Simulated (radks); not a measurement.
Problem. Rh2+, 43 electrons, occupied as [Kr] 4d6 5s1 (not the ground configuration). Calculated with a radial shooting solver on a logarithmic mesh with Libxc functionals: scalar-relativistic Kohn-Sham, BLYP, spin-polarised, spherical densities, point nucleus; open shells are filled with parallel spins first (spin-orbit coupling, left out, can overturn this in heavy ions). Some entries of the table are withheld. Estimate them.

orbital  occ.  eigenvalue (eV)  <r> (bohr)
1s up       1        -23068.77     0.03263
1s down     1        -23068.74     0.03263
2s up       1        -3367.104      0.1419
2s down     1        -3366.394      0.1419
2p up       3        -3020.548      0.1237
2p down     3        -3020.003      0.1237
3s up       1        -622.7659      0.3908
3s down     1        -622.3714      0.3907
3p up       3        -508.9264      0.3906
3p down     3        -508.4824      0.3905
3d up       5        -326.9121      0.3704
3d down     5        -326.2484      0.3703
4s up       1        -109.0497      0.9737
4s down     1        -105.9920      0.9711
4p up       3              (1)       1.067
4p down     3              (2)       1.065
4d up       5         -30.3911       1.392
4d down     1         -27.2961       1.414
5s up       1              (3)       2.553
5s down     0              (4)       2.636

Solution. 
(1) 4p up eigenvalue (eV): -76.6498
(2) 4p down eigenvalue (eV): -73.4758
(3) 5s up eigenvalue (eV): -22.0464
(4) 5s down eigenvalue (eV): -20.3804
